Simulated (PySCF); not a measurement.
CH$_{7}$InN$_{2}$O (SMILES C[O][In]([NH2])[NH2]), singlet, geometry from GFN2-xTB (such geometries of metal compounds can be far from the true shape) (all electrons, no relativity).

PySCF was given this input:
```python
from pyscf import gto, scf, mcscf
import numpy

mol = gto.M(
    atom='''
In   -0.041599    0.014262    0.336723
O     0.817634   -0.480486   -1.401592
C     0.446133    0.036503   -2.651179
H     0.225175    1.110327   -2.617736
H     1.290163   -0.117348   -3.332242
H    -0.429889   -0.484371   -3.052798
N    -1.445056    1.531908    0.283629
H    -1.095079    2.331658   -0.237119
H    -1.649774    1.859324    1.221908
N     0.386266   -1.369250    1.801222
H     0.787467   -0.932288    2.626390
H     1.103964   -1.979854    1.418017
''',
    basis='sto-3g',
    charge=0,
    spin=0,
    verbose=4,
)

mf = scf.RHF(mol)
mf.kernel()
mc = mcscf.CASSCF(mf, 5, 6)
mc.fix_spin_(ss=0.0)
mc = mc.state_average_([0.5, 0.5])
mc.kernel()
```

### Question
What does this run give for the SCF-reference Mulliken (on the basis functions themselves) charges in atom order, SCF-reference HOMO-LUMO gap, SCF-reference HOMO energy, number of basis functions, total energy of the lowest state?

### Answer

| Quantity | Value |
|---|---|
| SCF-reference Mulliken (on the basis functions themselves) charges in atom order | In1 1.04, O2 -0.44, C3 -0.06, H4 0.03, H5 0.04, H6 0.04, N7 -0.56, H8 0.12, H9 0.12, N10 -0.56, H11 0.12, H12 0.12 |
| SCF-reference HOMO-LUMO gap | 13.66 eV |
| SCF-reference HOMO energy | -7.25 eV |
| number of basis functions | 54 |
| total energy of the lowest state | -5905.721610 Ha |

### Question
Roughly what does it cost on one core?

### Answer
about 22 core-seconds (a rough figure).
